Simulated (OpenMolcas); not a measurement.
# Predicting a hybrid from its neighbours: GeSiH6O

GeSiH6O: 9 atoms, total charge 0, spin state singlet. SMILES: `[OH][GeH2][SiH3]`. Geometry: relaxed at PBE0-D4/def2-TZVP. This is one conformer, not always the lowest.

The HOMO–LUMO gap y, in eV, basis cc-pVDZ; a is the functional's share of exact exchange. Programs: OpenMolcas 26.06.

| functional | program | a | y (eV) |
| --- | --- | --- | --- |
| PBE | OpenMolcas | 0 | 5.27 |
| BLYP | OpenMolcas | 0 | 5.26 |
| B3LYP | OpenMolcas | 0.2 | ? |
| PBE0 | OpenMolcas | 0.25 | 7.51 |
| BHLYP | OpenMolcas | 0.5 | 9.61 |

Question: Fit y = c + s·a to the known rows and predict B3LYP.

Answer: 
1. Means of the 4 rows: a = 0.1875, y = 6.912.
2. Σ(Δa)² = 0.17188, Σ(Δa·Δy) = 1.4981, so the slope is 1.4981/0.17188 = 8.716.
3. Intercept: 6.912 − (8.716) × 0.1875 = 5.278. The largest residual of the fit is 0.053.
4. B3LYP: 5.278 + (8.716) × 0.2 = 7.02 eV.

The run gave 7.06 eV, so the prediction is off by -0.04 eV, within the largest residual. Exact exchange lowers occupied levels and raises empty ones.
